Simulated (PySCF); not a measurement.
## Correlation energy of Ge (germanium, neutral)

[Ar] 3d10 4s2 4p2, high-spin 3P determinant. Computed with PySCF 2.14 in cc-pVDZ-DK (5s4p2d, 27 functions), with scalar relativity by spin-free X2C-1e. Frozen: [Ar] 3d10; 4 electrons correlated.

MP2 pair energies summed by pair of shells (mhartree):

| pair | energy | share (%) |
| --- | --- | --- |
| 4s-4p | -23.13 | 58.2 |
| 4s-4s | -12.83 | 32.3 |
| 4p-4p | -3.79 | 9.5 |

Total MP2 correlation energy: -39.76 mhartree.

Same-spin part -6.82 and opposite-spin part -32.94 mhartree; SCS-MP2 scales them by 1/3 and 6/5 to -41.80 mhartree.

```tsv
level	correlation energy (mhartree)
CCSD	-55.50
(T)	-0.68
CCSD(T)	-56.18
```

Diagnostics: T1 = 0.0075, D1 = 0.0209, largest double amplitude 0.094.

Cost of the coupled-cluster step: 0.08 s of wall time on 1 thread of Intel(R) Xeon(R) Platinum 8375C CPU @ 2.90GHz (shared host), for 4 correlated electrons.
